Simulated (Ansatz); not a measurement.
Relaxation of CH3BrGeO (7 atoms, charge 0, multiplicity 1), to a largest force component of 0.02 eV/Å in at most 50 steps.

All numbers below come from RKS B3LYP/def2-SVP in Ansatz 0.2.0.

```xyz
7
Properties=species:S:1:pos:R:3:forces:R:3
Br -2.696 -0.032 -0.215 -0.40 -0.04 -0.21
Ge -0.498 0.450 -0.629 0.24 0.43 -0.68
C 0.691 -0.161 0.716 2.68 1.50 1.61
O 0.541 -1.063 -0.242 -1.07 -2.25 -2.46
H -0.021 0.929 -2.041 -0.45 -0.21 0.47
H 1.757 0.250 0.663 -1.06 0.15 0.96
H 0.288 -0.441 1.702 0.07 0.42 0.31
```

Task: Where does it end, and by what steps?

Result: The forces met the threshold. After 8 steps the energy has fallen by 0.338 eV; H5 moved furthest, 0.15 Å.

| step | energy less start (eV) | largest force component (eV/Å) | accepted |
| --- | --- | --- | --- |
| 0 | 0.0000 | 2.678 | yes |
| 1 | -0.2968 | 0.723 | yes |
| 2 | -0.3197 | 0.321 | yes |
| 3 | -0.3265 | 0.251 | yes |
| 4 | -0.3349 | 0.214 | yes |
| 5 | -0.3373 | 0.131 | yes |
| 6 | -0.3367 | 0.102 | no |
| 7 | -0.3380 | 0.023 | yes |
| 8 | -0.3380 | 0.014 | yes |

```xyz
7
Properties=species:S:1:pos:R:3
Br -2.745 0.036 -0.340
Ge -0.474 0.367 -0.629
C 0.771 -0.161 0.730
O 0.529 -1.137 -0.285
H -0.168 0.953 -2.006
H 1.787 0.264 0.758
H 0.362 -0.390 1.726
```

Whether the end is a true minimum wasn't checked by a vibrational analysis.

The run took 30 s on 2 threads of Arm Neoverse V1 (shared host), peak memory 0.27 GiB.
